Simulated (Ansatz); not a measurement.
**Setting up doublet SnO− in Ansatz**

SnO−: 2 atoms, total charge -1, spin state doublet. As SMILES of the parent species, `[O]=[Sn]`. Geometry: a GFN2-xTB relaxation, a rough one for these elements and not checked as a minimum. That shape belongs to the parent species and isn't relaxed for this state.

```xyz
2

O     0.0000    0.0000    0.0000
Sn    0.0000    0.0000    1.8036
```

Settings wanted:

```
basis set            : STO-3G
task                 : energy
method               : DFT
functional           : B2PLYP
dispersion           : none
reference            : UKS
relativity           : none
accuracy             : high
frozen core orbitals : 19
```

Q: Give an Ansatz 0.2.0 job that does this.

A: One that was run (others would do as well):

run.yaml:
```yaml
crystal:
  periodic: [false, false, false]
  atoms:
    - {symbol: O, position_ang: [0.000000, 0.000000, 0.000000]}
    - {symbol: Sn, position_ang: [0.000000, 0.000000, 1.803580]}
basis:
  gaussian:
    orbitals: STO-3G
total_charge: -1
magnetization:
  spin_polarized: true
  initial_magnetization: 1
hamiltonian:
  xc: {name: B2PLYP}
correlation:
  frozen_orbitals: {O: 1, Sn: 18}
accuracy: high
```

```bash
$ ansatz run run.yaml --threads 1 --pin off --max-ram 2610MiB --events-out events.jsonl --progress --plain --runs-dir runs
```

Calculated total energy: -6038.67659 Eh. The reference is spin-contaminated (⟨S²⟩ = 1.14). The run is non-relativistic. Without diffuse functions such a state is poorly described.
